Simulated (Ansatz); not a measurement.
`ClBCCl` and `Cl[CH2][AlH][Cl]` differ in one element.

Ansatz, PBE0-D4/def2-TZVP geometries, multiplicity 1. Each molecule was computed in one conformer, which needn't be the lowest.

| property | `ClBCCl` |
| --- | --- |
| LUMO energy (PBE/def2-TZVPP) / eV | -2.60 |
| HOMO energy (PBE/def2-TZVPP) / eV | -7.08 |
| HOMO energy (PBE0/def2-TZVPP) / eV | -8.44 |
| HOMO–LUMO gap (B3LYP/def2-TZVPP) / eV | 6.38 |
| size of the dipole moment (B3LYP/def2-TZVPP) / D | 1.66 |
| HOMO–LUMO gap (PBE0/def2-TZVPP) / eV | 6.81 |

(1) What does the change do to each property? (Estimate.)

## Answers

(1) The calculation gave: 
| property | `Cl[CH2][AlH][Cl]` | shift |
| --- | --- | --- |
| LUMO energy (PBE/def2-TZVPP) / eV | -1.73 | 0.87 |
| HOMO energy (PBE/def2-TZVPP) / eV | -6.90 | 0.18 |
| HOMO energy (PBE0/def2-TZVPP) / eV | -8.21 | 0.23 |
| HOMO–LUMO gap (B3LYP/def2-TZVPP) / eV | 6.94 | 0.56 |
| size of the dipole moment (B3LYP/def2-TZVPP) / D | 2.38 | 0.72 |
| HOMO–LUMO gap (PBE0/def2-TZVPP) / eV | 7.41 | 0.60 |

With PBE0 the HOMO rises by 0.23 eV and the LUMO rises by 0.84 eV, so the gap widens by about 0.61 eV. PBE moves the HOMO by 0.18 eV and ωB97M-V by 0.28 eV. Dipoles are sizes alone; their direction can turn.

B3LYP here is the variant with VWN-RPA as its local correlation; programs differ in this.
